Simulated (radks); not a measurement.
The numbers below are computed, except where a source is named.
Isoelectronic series with 7 electrons, each ion in its NIST ground configuration. Code: a radial shooting solver on a logarithmic mesh with Libxc functionals. Model: non-relativistic Kohn-Sham, SCAN, spin-polarised, spherical densities, point nucleus; open shells are filled with parallel spins first; meta-GGA in the generalised Kohn-Sham scheme. Total energies (hartree) and orbital eigenvalues (eV):

| ion | configuration | E (hartree) | 2p up | 2s down | 2s up |
|---|---|---|---|---|---|
| Ne3+ | [He] 2s2 2p3 | -124.31275 | -85.3795 | -98.0276 | -109.1261 |
| S9+ | [He] 2s2 2p3 | -351.63031 | -424.5013 | -450.2881 | -470.5746 |
| Ti15+ | [He] 2s2 2p3 | -695.98678 | -1009.185 | -1048.151 | -1077.533 |
| Mn18+ | [He] 2s2 2p3 | -912.04465 | -1393.442 | -1439.000 | -1472.925 |
| Ni21+ | [He] 2s2 2p3 | -1157.35414 | -1838.951 | -1891.102 | -1929.568 |
